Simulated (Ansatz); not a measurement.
`[AlH2][O][GaH2]` + `CBN` → `C[B](N)[GaH2]` + `[OH][AlH2]` at 500 K and 1 bar (formal exchange of groups at a Ga–O bond).

Calculated with Ansatz (gas phase, PBE0-D4/def2-TZVP geometries, no zero-point term in ΔE). CCSD(T)/CBS is the MP2 limit (def2-TZVPP, def2-QZVPP) plus CCSD(T) − MP2 in def2-TZVPP, frozen cores. This one scheme is used for every species. For Ga outer-core shells are correlated without core-valence functions, which leaves a few kJ/mol of doubt a bond. Scalar relativity is left out up to krypton. Each species was taken in one conformer, which may not be the lowest.

```
          species  CCSD(T)/CBS energy (Eh)  H − E (kJ/mol)  S (J/(mol·K))
`[AlH2][O][GaH2]`              -2243.58748           119.9          379.7
            `CBN`               -121.21267           233.6          318.2
  `C[B](N)[GaH2]`              -2045.72929           260.5          415.6
     `[OH][AlH2]`               -319.03157            95.7          286.7
```

H − E and S are ideal-gas, rigid-rotor, harmonic terms from PBE0-D4/def2-TZVP, for one conformer and one mirror image of each species. 1 Eh = 2625.50 kJ/mol, R = 8.31446 J/(mol·K).

Question: By hand: ΔE, ΔH, ΔS and ΔG.

Answer: ΔE = (-2045.72929) + (-319.03157) − (-2243.58748) − (-121.21267) = 0.03929 Eh = 103.2 kJ/mol. Δ(H − E) = 260.5 + 95.7 − 119.9 − 233.6 = 2.7, so ΔH = 105.9 kJ/mol. ΔS = 415.6 + 286.7 − 379.7 − 318.2 = 4.4 J/(mol·K). ΔG = 105.9 − 500 × (4.4)/1000 = 103.7 kJ/mol.

Question: By hand: the equilibrium constant, and the temperature at which ΔG would vanish if ΔH and ΔS stayed fixed.

Answer: log₁₀ K = −ΔG/(RT ln 10) = -10.8. ΔG = 0 at ΔH/ΔS = 24068 K, far beyond where these terms or the molecules hold.

The number of gas molecules stays the same, so ΔS is small and ΔH decides. A doubt of 5 kJ/mol in ΔE shifts log₁₀ K by 0.5 here. Other conformers and mirror images would add mixing entropy, several J/(mol·K) or more a flexible species. These are equilibria of isolated gas molecules and say nothing of rates. Largest T1 diagnostic: 0.015 (customary marks: 0.02 for closed shells, 0.045 for open ones).
